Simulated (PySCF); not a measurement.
C4H9FSi, SMILES CC[SiH2]/C=C\F.

Geometry: PBE0-D3(BJ)/def2-SVP. The structure was generated by enumeration; whether it is a known compound was not checked. One conformer was computed; it need not be the lowest.

Computed with CAM-B3LYP/def2-TZVP (PySCF).

Computed frontier levels, gap, dipole moment and polarisability:
The highest occupied level comes out as -8.96 eV and the lowest empty level comes out as 0.79 eV. The orbital gap comes out as 9.75 eV, the dipole moment is 1.93 D and the quadrupole, principal values (traceless, Buckingham form, about the centre of nuclear charge) is -4.01, -2.47, 6.48 D·Å. The mean static polarisability is 75.2 bohr³ (11.14 Å³) and the polarisability, principal values is 59.3, 69.1, 97.2 bohr³.
